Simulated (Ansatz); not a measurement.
Reaction (isomerisation): `CB(C)[SiH2]N` → `BN(C)[SiH2]C`

Isolated molecules relaxed with PBE0-D4/def2-TZVP in Ansatz; ΔE leaves out vibrations. CCSD(T)/CBS is the MP2 limit (def2-TZVPP, def2-QZVPP) plus CCSD(T) − MP2 in def2-TZVPP, frozen cores. Functionals use def2-TZVPP. B3LYP here is the variant with VWN-RPA as its local correlation; programs differ in this. HSE06 is defined as in plane-wave codes. One conformer a species, not always the lowest.

| level | ΔE (kJ/mol) | difference from CCSD(T)/CBS |
| --- | --- | --- |
| LDA (SPW92) | -77.9 | 6.3 |
| revPBE-D4 | -74.9 | 9.3 |
| BLYP-D4 | -84.7 | -0.5 |
| r2SCAN-D4 | -75.0 | 9.2 |
| B97M-V | -67.6 | 16.6 |
| B3LYP-D4 | -84.7 | -0.5 |
| r2SCANh-D4 | -75.7 | 8.5 |
| r2SCAN0-D4 | -76.8 | 7.4 |
| HSE06-D4 | -73.4 | 10.8 |
| BHLYP-D4 | -87.8 | -3.6 |
| CAM-B3LYP-D4 | -87.4 | -3.2 |
| ωB97X-V | -82.1 | 2.1 |
| ωB97M-V | -84.8 | -0.6 |
| B2PLYP | -86.6 | -2.4 |
| PBE-QIDH | -81.5 | 2.7 |
| PBE | -69.2 | 15.0 |
| revPBE | -65.0 | 19.2 |
| BLYP | -79.0 | 5.2 |
| r2SCAN | -74.5 | 9.7 |
| PBE0 | -71.6 | 12.6 |
| B3LYP | -80.9 | 3.3 |
| r2SCANh | -75.2 | 9.0 |
| HSE06 | -71.8 | 12.4 |
| BHLYP | -85.5 | -1.3 |
| CAM-B3LYP | -85.7 | -1.5 |
| LC-ωPBE | -74.6 | 9.6 |
| RPA@PBE/def2-TZVPP | -94.6 | -10.4 |
| HF/def2-SVP | -96.6 | -12.4 |
| MP2/def2-SVP | -106.5 | -22.3 |
| CCSD/def2-SVP | -102.2 | -18.0 |
| CCSD(T)/def2-SVP | -104.9 | -20.7 |
| HF/def2-TZVPP | -88.9 | -4.7 |
| SCS-MP2/def2-TZVPP | -95.3 | -11.1 |
| CCSD/def2-TZVPP | -86.3 | -2.1 |
| CCSD(T)/def2-TZVPP | -87.9 | -3.7 |
| HF/def2-QZVPP | -89.6 | -5.4 |
| MP2/def2-QZVPP | -90.7 | -6.5 |
| SCS-MP2/def2-QZVPP | -93.2 | -9.0 |
| HF/CBS(def2) | -89.7 | -5.5 |
| CCSD/CBS(def2) | -82.5 | 1.7 |
| CCSD(T)/CBS | -84.2 | 0 |

Largest T1 diagnostic among the species: 0.012.

At CCSD(T), def2-SVP lies −20.7 kJ/mol from the extrapolated value and def2-TZVPP −3.7 kJ/mol. The D4 term adds −3.8 kJ/mol with B3LYP and −1.8 kJ/mol with PBE0; it sums over pairs of atoms, weighted by their polarisabilities, and B3LYP, whose exchange is more repulsive, gets the larger term.
